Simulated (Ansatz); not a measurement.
Coupled-cluster diagnostics for Al₅Ga, Ansatz.

Geometry of the singlet (PBE-D4/def2-SVP):

Cartesian coordinates in Å:
```
Al 0.109 1.693 -1.539
Al -0.095 -0.524 2.776
Al -1.487 -0.040 -2.463
Al 1.431 0.896 0.475
Al 0.985 -1.734 0.794
Ga -0.942 -0.290 -0.042
```

Correlated methods freeze 34 core orbitals; core or outer-core shells of Ga are correlated, in sets that lack core-valence functions. Another isomer (singlet) lies 0.76 eV lower at PBE0-D4/def2-TZVP; other spin states weren't run for this one.

(1) Estimate the CCSD(T) correlation energy, the shares of MP2 and (T), T1 and the reference's ⟨S²⟩ for: charge 0, singlet, own geometry in def2-TZVPP; and the rough time on 4 threads of Arm Neoverse V2 on a shared host.

## Answers

(1) 
```json
{"state": "charge 0, singlet, own geometry", "basis": "def2-TZVPP", "correlation (eV)": "-18.505", "MP2 share (%)": "91.5", "(T) share (%)": "9.2", "T1": "0.036", "⟨S²⟩ (pure)": "0.00 (0.00)", "wall time": "7.5 min", "remarks": "large T1, restricted SCF unstable"}
```
Customary marks for T1 are 0.02 (closed shells), 0.045 (open shells) and about 0.05 (3d metals). T1 exceeds 0.02 in 1 of 1 rows and 0.045 in 0; the higher it lies, the less the single-reference result can be trusted.
